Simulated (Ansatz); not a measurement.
System: C2H3F2 (charge -1, singlet). It need not be the lowest isomer of its formula. Whether it binds its extra electron was not tested at this geometry. 
Coordinates optimised at B3LYP-D3(BJ)/def2-TZVP (Ansatz, a quantum-chemistry and plane-wave program):
```
C
H 1 1.0945
H 1 1.0945 2 108.05
H 1 1.1077 2 108.75 3 -117.89
C 1 1.5261 2 109.38 3 118.99
F 5 1.4712 1 101.66 2 69.48
F 5 1.4712 6 99.95 1 -104.23
```
Charge -1, spin multiplicity 1.

Basis-set convergence of Hartree-Fock and MP2 correlation energies (hartree) with Ansatz. Valence correlation only, unless marked. Spin-orbit coupling is left out. No relativistic terms.

```tsv
basis	functions	E(HF)	E(corr, MP2)
aug-cc-pVDZ	119	-276.32381	-0.71707
aug-cc-pVTZ	253	-276.39398	-0.88286
aug-cc-pVQZ	458	-276.41200	-0.94240
```

Extrapolating the two largest sets (X = 3 and 4) as X^-3: E(corr) = (64·(-0.94240) - 27·(-0.88286))/37 = -0.9858 Eh, an estimate of the basis-set limit. The largest set recovers 95.6 % of it, the smallest 72.7 %.
